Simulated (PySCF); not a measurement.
Compound: C3H13BGeSi.
Bonds: C1–B2, B2–C3, B2–Si4, Si4–C5, C5–Ge6. Hydrogens: H7, H8, H9 on C1; H10, H11, H12 on C3; H13, H14 on Si4; H15, H16 on C5; H17, H18, H19 on Ge6.

Method: PySCF 2.14.0, PBE0-D3(BJ)/def2-SVP geometry optimisation, gas phase; density fitting, grid level 1; the optimiser is geomeTRIC in internal coordinates, started from a GFN2-xTB structure with every atom displaced at random (about 0.01 Å).

The end geometry, which sets the zero of energy:
```
atom  x, y, z in Å
C1     -1.9332    1.5412    0.2520
B2     -1.5094    0.1220   -0.2611
C3     -2.1323   -1.1705    0.3642
Si4    -0.0920   -0.0151   -1.7212
C5      1.5610    0.6295   -1.0479
Ge6     2.1203   -0.2659    0.5980
H7     -2.9414    1.5726    0.6966
H8     -1.8140    2.3681   -0.4638
H9     -1.2297    1.7473    1.0857
H10    -2.6133   -1.0258    1.3447
H11    -1.4586   -2.0406    0.3975
H12    -2.9378   -1.4538   -0.3457
H13    -0.4774    0.8000   -2.9247
H14     0.1191   -1.4245   -2.1947
H15     1.4724    1.7080   -0.8363
H16     2.3513    0.5094   -1.8063
H17     3.5029    0.2283    1.0674
H18     1.0912    0.0255    1.7119
H19     2.1796   -1.7915    0.3880
```

Task: These geometries come from the run, each turned onto the end geometry. Order them by energy, lowest first.
A.
```
atom  x, y, z in Å
C1     -2.0120    1.5722    0.2044
B2     -1.5207    0.1612   -0.2677
C3     -2.0253   -1.1568    0.4132
Si4    -0.1117    0.0572   -1.7399
C5      1.5633    0.5979   -1.0283
Ge6     2.0721   -0.3523    0.6026
H7     -2.9704    1.5609    0.7480
H8     -2.0307    2.3499   -0.5748
H9     -1.2444    1.8974    0.9376
H10    -2.5851   -1.0116    1.3508
H11    -1.2289   -1.9042    0.5671
H12    -2.7135   -1.6292   -0.3147
H13    -0.4483    0.9525   -2.8991
H14     0.0438   -1.3318   -2.2876
H15     1.5244    1.6742   -0.7922
H16     2.3532    0.4612   -1.7837
H17     3.4707    0.0763    1.0840
H18     1.0530   -0.0365    1.7170
H19     2.0688   -1.8744    0.3676
```
B.
```
atom  x, y, z in Å
C1     -1.9612    1.5412    0.2276
B2     -1.4943    0.1647   -0.3122
C3     -2.0017   -1.1499    0.3901
Si4    -0.1276    0.0674   -1.7606
C5      1.5363    0.5933   -1.0539
Ge6     1.9903   -0.3514    0.5980
H7     -2.8884    1.5300    0.8113
H8     -2.0890    2.3257   -0.5583
H9     -1.2051    1.9542    0.9082
H10    -2.5097   -0.9945    1.3502
H11    -1.1702   -1.8472    0.5878
H12    -2.6618   -1.6736   -0.2606
H13    -0.3984    0.9530   -2.9395
H14     0.0454   -1.2726   -2.3367
H15     1.5189    1.6585   -0.8326
H16     2.3204    0.4509   -1.7756
H17     3.3459    0.0353    1.1392
H18     0.9987   -0.0709    1.7018
H19     2.0100   -1.8498    0.4198
```
C.
```
atom  x, y, z in Å
C1     -2.0194    1.5808    0.1905
B2     -1.5197    0.1649   -0.2723
C3     -2.0069   -1.1508    0.4199
Si4    -0.1135    0.0693   -1.7475
C5      1.5578    0.5942   -1.0152
Ge6     2.0724   -0.3729    0.6025
H7     -2.9761    1.5702    0.7358
H8     -2.0506    2.3371   -0.6058
H9     -1.2552    1.9386    0.9110
H10    -2.5571   -1.0039    1.3601
H11    -1.1946   -1.8754    0.5857
H12    -2.6944   -1.6720   -0.2898
H13    -0.4696    0.9802   -2.8921
H14     0.0290   -1.3229   -2.3055
H15     1.5218    1.6696   -0.7667
H16     2.3547    0.4682   -1.7736
H17     3.4773    0.0573    1.1031
H18     1.0327   -0.0661    1.7173
H19     2.0700   -1.9022    0.3470
```

Result: A (0.005 eV), C (0.015 eV), B (0.180 eV).

In the order of the answer:

```
step  E above end (eV)  largest force (eV/Å)  rms force component (eV/Å)  rms distance from end (Å)  rms bond change (Å)  bond most changed (Å)
   3             0.005                  0.08                       0.017                      0.152                0.001          C3–H12 -0.003
   1             0.015                  0.29                       0.091                      0.177                0.005         Ge6–H17 +0.011
   0             0.180                  1.65                       0.468                      0.198                0.024          C3–H12 -0.046
```

The cost below is that of the whole optimisation. On one thread of an Arm Neoverse V2, shared host with 96 logical CPUs at a one-minute load of 86, this took 3.1 min of wall time and 0.94 GiB of memory at its peak.
